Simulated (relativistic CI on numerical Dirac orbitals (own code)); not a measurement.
# What each ingredient does to the levels of Nd³²⁺

Base calculation: Dirac-Coulomb-Breit CI, KLI orbitals optimised for each configuration, model QED, unscaled Slater integrals.

Configuration list (outside the closed core [Ne]): 3s2 3p6 3d10, 3s2 3p6 3d9 4s, 3s2 3p6 3d9 4p, 3s2 3p6 3d9 4d, 3s2 3p5 3d10 4s, 3s2 3p6 3d9 4f, 3s2 3p5 3d10 4p, 3s2 3p6 3d8 4s2, 3s2 3p6 3d8 4s 4p, 3s2 3p5 3d10 4d, 3s2 3p6 3d9 5s, 3s 3p6 3d10 4s, 3s2 3p6 3d8 4p2, 3s2 3p6 3d9 5p, 3s2 3p6 3d8 4s 4d, 3s2 3p6 3d9 5d. Levels of other configurations are missing.

Variants: (1) QED terms removed. Shifts of the energy above 3s2 3p6 3d10 1S_0, in eV, for the lowest level and the first level of each name with at least 55 % of one term (blank where a level changes its place among those of its configuration and J or its character, or is not in the variant):

| Level | Base | Δ(1) |
| --- | --- | --- |
| 3s2 3p6 3d10 1S_0 | 0.00 | 0.00 |
| 3s2 3p6 3d9 4s 3D_3 | 840.73 | -0.63 |
| 3s2 3p6 3d9 4s 1D_2 | 842.07 | -0.63 |
| 3s2 3p6 3d9 4s 3D_1 | 864.07 | -0.70 |
| 3s2 3p6 3d9 4s 3D_2 | 865.02 | -0.70 |
| 3s2 3p6 3d9 4p 3P°_2 | 905.83 | -0.06 |
| 3s2 3p6 3d9 4p 3F°_2 | 929.33 | -0.12 |
| 3s2 3p6 3d9 4p 3F°_4 | 939.35 | -0.11 |
| 3s2 3p6 3d9 4p 1D°_2 | 941.04 | -0.11 |
| 3s2 3p6 3d9 4p 1P°_1 | 941.76 | -0.11 |
| 3s2 3p6 3d9 4p 3D°_3 | 943.12 | -0.11 |
| 3s2 3p6 3d9 4p 3P°_0 | 960.14 | -0.18 |
| 3s2 3p6 3d9 4p 3D°_2 | 965.83 | -0.17 |
| 3s2 3p6 3d9 4d 3S_1 | 1039.76 | -0.03 |
| 3s2 3p6 3d9 4d 1P_1 | 1049.03 | -0.05 |
| 3s2 3p6 3d9 4d 3G_5 | 1050.01 | -0.05 |
| 3s2 3p6 3d9 4d 3D_3 | 1052.70 | -0.05 |
| 3s2 3p6 3d9 4d 3F_4 | 1054.05 | -0.05 |
| 3s2 3p6 3d9 4d 3P_0 | 1058.75 | -0.07 |
| 3s2 3p6 3d9 4d 3G_3 | 1066.99 | -0.09 |
| 3s2 3p6 3d9 4d 3F_2 | 1071.02 | -0.09 |
| 3s2 3p6 3d9 4d 1S_0 | 1103.44 | -0.07 |

At this charge energies of transitions that change n are usually good to better than 1 %, and those within a shell (Δn = 0) to a few per cent.

Ionisation energy from the two ground configurations alone: base 2133.75 eV. The NIST ASD value (theoretical) is 2134 eV.

LS names give the leading component of a level, which can be under half, so a name can repeat, a term be missing and a line seem to break the LS rules.
